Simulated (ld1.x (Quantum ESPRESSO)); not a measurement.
## u(r) = r·R(r): atom against pseudo-atom (boron)

Columns: radius, all-electron u(r) and pseudo u(r) of the 2p shell (level -3.72 eV) of boron in the configuration [He] 2s2 2p1; LDA (PZ), non-relativistic, ultrasoft scheme, ld1.x (Quantum ESPRESSO) 7.5.

| r (bohr) | all-electron | pseudo |
| --- | --- | --- |
| 0.188 | 0.0797 | 0.0103 |
| 0.375 | 0.2176 | 0.0401 |
| 0.562 | 0.3483 | 0.0868 |
| 0.750 | 0.4541 | 0.1469 |
| 0.938 | 0.5317 | 0.2151 |
| 1.125 | 0.5831 | 0.2857 |
| 1.312 | 0.6125 | 0.3535 |
| 1.500 | 0.6243 | 0.4141 |
| 1.688 | 0.6223 | 0.4633 |
| 1.875 | 0.6102 | 0.4984 |
| 2.062 | 0.5909 | 0.5187 |
| 2.250 | 0.5665 | 0.5246 |
| 2.438 | 0.5388 | 0.5177 |
| 2.625 | 0.5094 | 0.5006 |
| 2.812 | 0.4790 | 0.4765 |
| 3.000 | 0.4484 | 0.4480 |
| 3.188 | 0.4181 | 0.4182 |
| 3.375 | 0.3888 | 0.3888 |
| 3.562 | 0.3605 | 0.3605 |
| 3.750 | 0.3333 | 0.3333 |
| 3.938 | 0.3075 | 0.3075 |
| 4.125 | 0.2833 | 0.2833 |
| 4.312 | 0.2606 | 0.2606 |
| 4.500 | 0.2392 | 0.2392 |
| 4.688 | 0.2193 | 0.2193 |
| 4.875 | 0.2009 | 0.2009 |

(1) How many radial nodes do the two functions have?

(2) At about which radius was the pseudo-wave matched?

(3) Where does each function peak?

(4) Is the pseudo-wave norm-conserving?

## Answers

(1) The all-electron 2p function has n − l − 1 = 0; the pseudo-wave has 0.

(2) 3.45 bohr. The columns agree to 0.0005 from 3.00 bohr on; several derivatives are matched, so the curves merge somewhat inside the radius.

(3) Outermost all-electron maximum near 1.50 bohr, pseudo maximum near 2.25 bohr (to the table’s step).

(4) No, it belongs to an ultrasoft set: the norm inside the radius is not constrained, and the difference is carried by the augmentation charge.
